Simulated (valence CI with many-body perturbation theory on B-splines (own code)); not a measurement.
How close is CI+MBPT for Te²⁺?

Level of theory: relativistic CI+MBPT: four valence electrons over a frozen Dirac-Fock core [Kr] 4d10, radial functions for each j: 11 s, 11 p, 9 d, 7 f, 5 g, 2 h, 1 i, with the one-electron correlation potential Σ1, the two-electron term Σ2, the three-electron term Σ3, Breit, model QED; selected CI, second order for the rest, scaled by the run's own slope (own B-spline code, finite nucleus).

Set against measurement, 45 paired levels are off by 178 cm⁻¹ on average, the worst by 974. These come from a selection out of Zhang, Palmeri, Quinet and Biemont, Astron. Astrophys. 551, A136 (2013). Levels without a partner in it may be off by more. Among the levels kept, up to 270 cm⁻¹ of a level comes from second order outside the variational space, and about a tenth of that is noise between levels of different J, which matters for small intervals. 7 measured levels below the end of the list, from 114216 cm⁻¹ on, found no clear computed partner, and computed levels of the same name lie up to 1987 cm⁻¹ from them.

Measured levels: measured levels as listed in Zhang, Palmeri, Quinet and Biemont, Astron. Astrophys. 551, A136 (2013). Pairs share parity and J, and are chosen by configuration, term and nearness in energy; levels without a clear partner are left out. Energies in cm⁻¹ above the measured ground level. The last column is blank where CI alone has no clear partner.

Names give the largest LS component (configuration and term), which can be under half, so a name can repeat, a term be missing and a line seem to break the LS rules; names also repeat where a configuration has a term twice. Letters in brackets count levels of one name in rising energy.

```
     Computed label  Label in the source  Measured  Computed  Difference  CI alone, difference
       5s2.5p2 3P_0               5p2 3P         0       0.0           0                     0
       5s2.5p2 3P_1               5p2 3P    4757.2    4766.2          +9                  -455
       5s2.5p2 3P_2               5p2 3P      8167    8161.2          -6                  -559
       5s2.5p2 1D_2               5p2 1D   17359.8   17320.5         -39                  -849
       5s2.5p2 1S_0               5p2 1S   30398.3   30312.2         -86                  -797
       5s.5p3 5S°_2           5s 5p3 5S°   64586.5   64301.5        -285                 -6322
       5s.5p3 3D°_1           5s 5p3 3D°   82889.1   82643.1        -246                 -5228
       5s.5p3 3D°_2           5s 5p3 3D°   83203.4   82955.3        -248                 -5266
       5s.5p3 3D°_3           5s 5p3 3D°   85205.6   84961.5        -244                 -5448
   5s.5p3 3P°_2 [a]                5p 5d   95031.3   94872.7        -159                 -4804
       5s.5p3 3P°_0           5s 5p3 3P°   96061.6   95813.0        -249                 -4983
       5s.5p3 3P°_1           5s 5p3 3P°   96581.5   96346.2        -235                 -5024
   5s.5p3 3P°_2 [b]               5s 5p3  100469.1  100304.9        -164                 -5120
    5s2.5p.5d 3F°_2            5p 5d 3F°  104717.2  104667.3         -50                 -4391
    5s2.5p.5d 3F°_3            5p 5d 3F°  106314.8  106284.2         -31                 -4315
    5s2.5p.6s 3P°_0            5p 6s 3P°    107470  107721.6        +252                 -2837
    5s2.5p.6s 3P°_1            5p 6s 3P°  107726.6  108001.0        +274                 -2643
5s2.5p.6s 3P°_2 [a]            5p 6s 3P°  115422.2  115605.7        +184                 -3146
    5s2.5p.5d 3D°_3            5p 5d 3D°  120903.4  121171.5        +268                 -1894
5s2.5p.5d 3P°_1 [a]                5p 5d  122127.4  122345.5        +218                 -1748
    5s2.5p.5d 3D°_2                5p 5d    122515  122770.1        +255                 -1702
    5s2.5p.5d 3P°_0            5p 5d 3P°    122541  122697.8        +157                 -2314
5s2.5p.5d 3P°_1 [b]                5p 5d  124787.9  125025.6        +238                  -712
    5s2.5p.5d 1F°_3            5p 5d 1F°  127242.3  127537.0        +295                 -2451
     5s2.5p.6p 3D_1             5p 6p 3D  128617.9  128656.4         +38                 -3347
 5s2.5p.6p 3P_1 [a]                5p 6p  132116.7  132159.1         +42                 -3408
     5s2.5p.6p 3P_0             5p 6p 3P  132262.4  132357.2         +95                 -3248
     5s2.5p.6p 3D_2             5p 6p 3D  132329.1  132366.3         +37                 -3374
 5s2.5p.6p 3P_1 [b]                5p 6p  138289.7  138338.6         +49                 -3944
     5s2.5p.6p 3P_2             5p 6p 3P  139664.5  139736.5         +72                 -3860
     5s2.5p.6p 3D_3             5p 6p 3D  139949.7  139972.7         +23                 -3984
     5s2.5p.6p 3S_1             5p 6p 3S    141803  141862.4         +59                 -3834
     5s2.5p.6p 1D_2             5p 6p 1D    142982  143048.4         +66                 -3830
    5s2.5p.7s 3P°_0            5p 7s 3P°  160940.7  159992.7        -948                 -3707
    5s2.5p.7s 3P°_1            5p 7s 3P°  161196.5  160222.2        -974                 -3700
    5s2.5p.6d 3F°_2            5p 6d 3F°  161407.4  161297.4        -110                 -3958
5s2.5p.6d 3P°_2 [a]                5p 6d  162745.6  162692.9         -53                 -3608
    5s2.5p.6d 3F°_3            5p 6d 3F°  162776.6  162774.3          -2                 -3755
    5s2.5p.6d 3D°_1            5p 6d 3D°  163334.2  163324.6         -10                 -3485
    5s2.5p.7s 3P°_2            5p 7s 3P°  170017.4  169086.7        -931                 -4328
    5s2.5p.6d 1D°_2                5p 6d  170417.2  170529.5        +112                 -4098
    5s2.5p.6d 3D°_3            5p 6d 3D°  171069.7  171029.3         -40                 -4267
5s2.5p.6d 3P°_2 [b]            5p 6d 3P°    171965  171942.4         -23                 -4168
    5s2.5p.6d 3P°_1            5p 6d 3P°    172159  172120.4         -39                 -4201
    5s2.5p.6d 3P°_0            5p 6d 3P°  172389.2  172342.9         -46                 -4269
    5s2.5p.6d 1F°_3            5p 6d 1F°  173220.2  173255.6         +35                 -4011
```

Over 45 excited levels the mean absolute difference is 178 cm⁻¹, the median 95 and the largest 974. For the 45 levels that pair on every rung the mean is CI alone 3498, + Σ1 2344, + Σ2 267, + Σ3 253, + Breit 153, + QED 178. The comparison draws on a selection of the measured levels: 46 of the 79 computed ones have a partner in it, and others may be off by more.

These 7 measured levels below the end of the computed list are not counted above. Beside each stands the unpaired computed level of its name, or else the nearest of its J and parity; the gap is either an error of the method or a doubtful assignment.

| Label in the source | J | Measured | Unpaired level | Computed |
| --- | --- | --- | --- | --- |
| 5s 5p3 3S° | 1 | 114216 | 5s.5p3 3S°_1 | 116203 |
| 5p 6s | 1 | 115748 | 5s.5p3 3S°_1 | 116203 |
| 5p 5d | 2 | 116719 | 5s2.5p.6s 3P°_2 [b] | 117039 |
| 5p 5d | 1 | 117796 | 5s2.5p.6s 1P°_1 | 118148 |
| 5s 5p3 | 2 | 127189 | 5s.5p3 1D°_2 | 127539 |
| 5s 5p3 | 1 | 136476 | 5s.5p3 1P°_1 | 136800 |
| 5p 7s 1P° | 1 | 170587 | 5s2.5p.7s 1P°_1 | 169492 |
